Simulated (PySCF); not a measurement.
C₄H₃ClF₂, SMILES C#CC(F)(F)CCl. The structure is a stationary point at PBE-D3(BJ)/def2-SVP. This is a generated structure with no PubChem entry under its InChIKey; it may be hypothetical. Other conformers were not sampled.

Task: Give the equilibrium geometry at PBE-D3(BJ)/def2-SVP (PySCF confirms it by a frequency run) as a Z-matrix. (Estimate from the structure and the level; the computed values follow.)

Result: Several could match; the one computed here: 
```
C
F 1 1.3692
F 1 1.3799 2 106.96
C 1 1.4699 2 109.89 3 -118.89
C 4 1.2198 2 147.69 1 178.11
H 5 1.0819 3 157.75 1 -178.96
C 1 1.5328 2 109.48 3 114.47
H 7 1.1059 1 109.14 2 -174.60
H 7 1.1070 8 109.74 1 -117.49
Cl 7 1.7838 8 109.00 9 -119.39
```
